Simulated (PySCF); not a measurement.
Electron correlation in Ca (calcium, neutral)

[Ar] 4s1 4p1, high-spin 3P determinant (an excited configuration). Calculation: PySCF 2.14, in x2c-QZVPPall (11s7p4d3f, 73 functions); scalar relativity by spin-free X2C-1e. Frozen: [Ne]; 10 electrons correlated.

```tsv
level	correlation energy (mhartree)
CCSD	-234.93
(T)	-6.71
CCSD(T)	-241.64
```

Diagnostics: T1 = 0.014, D1 = 0.0579, largest double amplitude 0.061.

Cost of the coupled-cluster step: of the order of 15 core-seconds, for 10 correlated electrons.

Iterations:

```
CC2 = 0
CCSD nocc = (np.int64(6), np.int64(4)), nmo = (68, 68)
frozen orbitals [[0, 1, 2, 3, 4], [0, 1, 2, 3, 4]]
max_cycle = 100
direct = 0
conv_tol = 1e-08
conv_tol_normt = 1e-06
diis_space = 8
diis_start_cycle = 0
Init t2, MP2 energy = -0.211970840636139
Init E_corr(UCCSD) = -0.211970840717144
cycle = 1  E_corr(UCCSD) = -0.229694618059009  dE = -0.0177237773  norm(t1,t2) = 0.045255
cycle = 2  E_corr(UCCSD) = -0.233297805474832  dE = -0.00360318742  norm(t1,t2) = 0.020468
cycle = 3  E_corr(UCCSD) = -0.235233764076326  dE = -0.0019359586  norm(t1,t2) = 0.0117466
cycle = 4  E_corr(UCCSD) = -0.234818708344801  dE = 0.000415055732  norm(t1,t2) = 0.00373533
cycle = 5  E_corr(UCCSD) = -0.234892949926473  dE = -7.42415817e-05  norm(t1,t2) = 0.00152657
cycle = 6  E_corr(UCCSD) = -0.234939306284618  dE = -4.63563581e-05  norm(t1,t2) = 0.000467162
cycle = 7  E_corr(UCCSD) = -0.234932633699362  dE = 6.67258526e-06  norm(t1,t2) = 0.000217033
cycle = 8  E_corr(UCCSD) = -0.234932187348178  dE = 4.46351185e-07  norm(t1,t2) = 9.32635e-05
cycle = 9  E_corr(UCCSD) = -0.234932079725855  dE = 1.07622322e-07  norm(t1,t2) = 3.1551e-05
cycle = 10  E_corr(UCCSD) = -0.234931992667921  dE = 8.70579342e-08  norm(t1,t2) = 1.19682e-05
cycle = 11  E_corr(UCCSD) = -0.234931978490107  dE = 1.4177814e-08  norm(t1,t2) = 3.90177e-06
cycle = 12  E_corr(UCCSD) = -0.234932029797362  dE = -5.13072543e-08  norm(t1,t2) = 9.18957e-07
cycle = 13  E_corr(UCCSD) = -0.234932030516988  dE = -7.19626719e-10  norm(t1,t2) = 3.18016e-07
UCCSD converged
E(UCCSD) = -679.833463668293  E_corr = -0.2349320305169882
UCCSD(T) correction = -0.00670568428526168
```

The basis was made for the ground configuration and has no added diffuse functions, which can raise the energy of the promoted electron.

This basis was not built for core-valence correlation, so the inner-shell part is incomplete.
